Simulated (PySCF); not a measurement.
An excited-state job on `CSC1=CC=C[Si@H]1Cl`.

Method: TDDFT PBE0/def2-SVPD, vertical, gas phase, core orbitals frozen in the response (PySCF 2.14.0, density-fitted response routines). Geometry: GFN2-xTB. The input is one job of a driver script: a line of settings, then coordinates in Å.

Command:
```bash
OMP_NUM_THREADS=1 python probes_run.py task.json out
```

Input:
```
{"job": {"kind": "uv", "xc": "PBE0", "basis": "def2-SVPD", "nstates": 8, "ntriplets": 3}, "charge": 0, "multiplicity": 1}
C      2.228571    -1.738387     0.314881
S      1.766003    -0.528101    -0.962164
C      0.246719     0.096979    -0.403998
C     -0.427597    -0.253111     0.707199
C     -1.688078     0.432118     0.908419
C     -2.058795     1.330330    -0.018689
Si    -0.757506     1.399414    -1.373282
Cl     0.201298     3.159517    -1.545871
H      2.346040    -1.234522     1.269742
H      1.471703    -2.514825     0.373482
H      3.175073    -2.164366    -0.001751
H     -0.094492    -0.978016     1.433416
H     -2.273046     0.202623     1.787773
H     -2.978259     1.884672     0.052358
H     -1.162049     0.913665    -2.687797
```

Q: Estimate the output.

A: 
```
coarse grid: 14648 points
cycle   1  E = -1341.3265586018  dE =  1.054e+00  |g| = 4.096e-01  |ddm| = 7.941e+00
cycle   2  E = -1341.3056038017  dE =  2.095e-02  |g| = 4.891e-01  |ddm| = 2.012e+00
cycle   3  E = -1341.3716294737  dE = -6.603e-02  |g| = 9.698e-02  |ddm| = 1.348e+00
cycle   4  E = -1341.3743036405  dE = -2.674e-03  |g| = 3.863e-02  |ddm| = 3.459e-01
cycle   5  E = -1341.3746811265  dE = -3.775e-04  |g| = 1.363e-02  |ddm| = 1.010e-01
cycle   6  E = -1341.3747281425  dE = -4.702e-05  |g| = 3.366e-03  |ddm| = 3.130e-02
cycle   7  E = -1341.3747313059  dE = -3.163e-06  |g| = 8.625e-04  |ddm| = 1.159e-02
final grid: 129064 points
cycle   8  E = -1341.5211100346  dE = -3.850e-05  |g| = 9.167e-03  |ddm| = 1.653e-01
cycle   9  E = -1341.5210853013  dE =  2.473e-05  |g| = 1.293e-02  |ddm| = 4.807e-02
cycle  10  E = -1341.5211319108  dE = -4.661e-05  |g| = 1.868e-03  |ddm| = 3.452e-02
cycle  11  E = -1341.5211329173  dE = -1.006e-06  |g| = 3.818e-04  |ddm| = 5.639e-03
cycle  12  E = -1341.5211329509  dE = -3.362e-08  |g| = 1.374e-04  |ddm| = 1.140e-03
cycle  13  E = -1341.5211329552  dE = -4.371e-09  |g| = 5.269e-05  |ddm| = 4.141e-04
cycle  14  E = -1341.5211329560  dE = -7.803e-10  |g| = 1.157e-05  |ddm| = 1.975e-04
converged SCF energy = -1341.5211329560

Static polarisability (au): isotropic 119.292, principal 84.016 123.776 150.084

Singlet excitations
state   eV       nm        f      main configurations
  1   3.3250    372.9   0.12438   H->L 0.98
  2   4.9816    248.9   0.00280   H->L+1 0.96
  3   5.1617    240.2   0.01498   H-1->L 0.48, H-2->L 0.47
  4   5.3979    229.7   0.01013   H->L+2 0.44, H-2->L 0.33, H-1->L 0.19
  5   5.4978    225.5   0.00871   H->L+2 0.48, H-1->L 0.27, H-2->L 0.16
  6   5.6482    219.5   0.00710   H->L+3 0.72, H->L+4 0.22
  7   5.7552    215.4   0.01137   H->L+4 0.67, H->L+3 0.21
  8   5.7679    215.0   0.00315   H-3->L 0.95

Triplet excitations (Tamm-Dancoff, eV): 2.0168 4.1775 4.6999
```

The SCF starts on a coarse grid where the log names one; the energy can jump when the final grid takes over, and dE then counts from the start density on the new grid. H and L stand for HOMO and LUMO; the number after each pair is its weight.

Q: How does the lowest singlet excitation compare with the HOMO–LUMO gap?

A: HOMO -5.94 eV and LUMO -1.84 eV give a gap of 4.10 eV; S1 at 3.33 eV lies 0.77 eV below it.

Main results: HOMO -5.94 eV, LUMO -1.84 eV; lowest singlet 3.33 eV; lowest triplet 2.02 eV (Tamm–Dancoff); mean polarisability 119.3 au.

The run took 58 s wall (with the writing of density and orbital grids) on an Arm Neoverse V2 with one thread, shared host with 32 logical CPUs at a one-minute load of 24, and the process peaked at 0.95 GiB of memory.

One conformer stands for the species.
Labels such as C1 count atoms from 1, the log's own numbers from 0.
